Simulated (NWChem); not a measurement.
C2H6NO cation; SMILES C([NH3+])(=O)C

```xyz
10

C     -0.6706    -1.2976     0.0369
C      0.2315    -0.1262     0.0108
N     -0.5524     1.2562    -0.0466
O      1.3984    -0.0223     0.0247
H     -1.3342    -1.2608     0.9162
H     -1.3033    -1.3237    -0.8654
H     -0.0571    -2.2062     0.0793
H      0.1468     2.0126    -0.0650
H     -1.1430     1.3360    -0.8866
H     -1.1612     1.3937     0.7727
```
Atoms are numbered in this order, from 1.

Computed with NWChem. Pople sets run with spherical d functions. Geometry: optimised at PBE0/def2-SVP. Vzz is the largest principal value of the second derivative of the potential at the nucleus (NWChem prints the opposite sign); η is the asymmetry. Non-relativistic.

```tsv
level	Vzz N3 (a.u.)	η N3	Vzz O4 (a.u.)	η O4
Hartree-Fock/6-31G*	[?]	[?]	[?]	0.59
Hartree-Fock/def2-SVP	-0.115	0.70	-1.912	0.66
B3LYP/def2-SVP	-0.118	0.64	-1.681	0.65
B3LYP/6-31G*	-0.101	0.66	-1.658	0.58
```

Question: Fill in the missing entries.

Answer: 
- Hartree-Fock/6-31G*, Vzz N3 (a.u.): -0.087
- Hartree-Fock/6-31G*, η N3: 0.81
- Hartree-Fock/6-31G*, Vzz O4 (a.u.): -1.885
